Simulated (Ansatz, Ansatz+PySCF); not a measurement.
```yaml
atoms:
  - { symbol: Si, position_ang: [0.0006, -0.0015, 0.0500] }
  - { symbol: H, position_ang: [0.8608, 0.8541, 0.9113] }
  - { symbol: H, position_ang: [0.8741, -0.8772, -0.9079] }
  - { symbol: H, position_ang: [-0.8923, 0.8317, -0.8877] }
  - { symbol: H, position_ang: [-0.8579, -0.8946, 0.8995] }
```

Basis set: def2-SVP (spherical functions). Correlated methods keep 5 orbitals frozen. Charge 0, multiplicity 1.

Computed with Ansatz (development build ahead of 0.2.0); each method stands on the lowest determinant of its kind that the runs found. Restricted open shells among the atoms or ions are ROHF, correlated in semicanonical orbitals with singles. Restricted functionals stand beside restricted open-shell atoms, which can lie above the unrestricted atoms usual in DFT and then raise those values.

**Question.** Give the atomization energy at this shape (free ground-state atoms in the same class of orbitals less the molecule, no zero-point energy) of singlet SiH₄ by ωB97X (restricted), ωB97X (unrestricted), r²SCAN (unrestricted), r²SCAN (restricted), PBE0 (unrestricted), PBE0 (restricted), PBE (restricted), PBE (unrestricted), RHF-CCSD(T), RHF-MP2, RHF, UHF.

**Answer.**

```
               method  atomization energy
   ωB97X (restricted)            13.90 eV
 ωB97X (unrestricted)            13.86 eV
r²SCAN (unrestricted)            13.78 eV
  r²SCAN (restricted)            13.83 eV
  PBE0 (unrestricted)            13.52 eV
    PBE0 (restricted)            13.56 eV
     PBE (restricted)            13.52 eV
   PBE (unrestricted)            13.49 eV
          RHF-CCSD(T)            13.22 eV
              RHF-MP2            12.84 eV
                  RHF            10.96 eV
                  UHF            10.87 eV
```
